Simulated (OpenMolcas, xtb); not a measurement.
A ladder of methods for CH7AlOSi (SMILES [CH3][AlH][O][SiH3])

CH7AlOSi has 11 atoms, charge 0, and is taken as a singlet. SMILES: `[CH3][AlH][O][SiH3]`. The shape is that of a PBE0-D4/def2-TZVP optimisation. This is one conformer, not always the lowest.

Quantity: the vertical ionisation energy (to the doublet cation), in eV. The values are calculated.

```csv
level,kind,program,value (eV),CPU time (all runs)
GFN2-xTB,semi-empirical,xtb,13.23,under 2 s
GFN1-xTB,semi-empirical,xtb,14.13,under 2 s
HF/cc-pVDZ,Hartree–Fock,OpenMolcas,9.71,22 s
SVWN5/cc-pVDZ,LDA,OpenMolcas,9.30,75 s
PBE/cc-pVDZ,GGA,OpenMolcas,9.23,2.1 min
r2SCAN/cc-pVDZ,meta-GGA,OpenMolcas,9.46,3 min
B3LYP/cc-pVDZ,global hybrid,OpenMolcas,9.67,1.9 min
M06-2X/cc-pVDZ,hybrid meta-GGA,OpenMolcas,10.10,2.6 min
```

The values span 9.23 to 14.13 eV. The xTB values lack the empirical shift that such differences need. Times are those of the runs behind each value, whatever else they computed, on shared processors of several kinds: orders of magnitude only.
